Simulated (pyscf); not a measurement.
Structures and frequencies: ωB97X-D3(BJ)/def2-SVP in PySCF. Correlated levels are frozen-core, on RHF or UHF. ΔMP2 is the change of the MP2 total energy from the triple- to the quadruple-zeta basis.

### Question
For the elementary gas-phase step H₂C=CH–SiH₃ → cyclic C₂H₆Si (SMILES C1C[SiH2]1) (singlet surface; H–Si broken, C–Si, C–H formed), what barrier and reaction energy does CCSD(T)/def2-TZVPP + ΔMP2(QZVPP) give, measured from the reactant's lowest minimum found?

### Answer
ΔE‡ = 71.2 kcal/mol, ΔE = +8.5 kcal/mol. Zero-point energy shifts the barrier by -1.8 kcal/mol. It is a rearrangement, with an imaginary mode of 740i cm⁻¹. One saddle was located; it need not be the lowest between these sides. The CCSD(T) − MP2 part came from Ansatz, without density fitting, on the same reference.
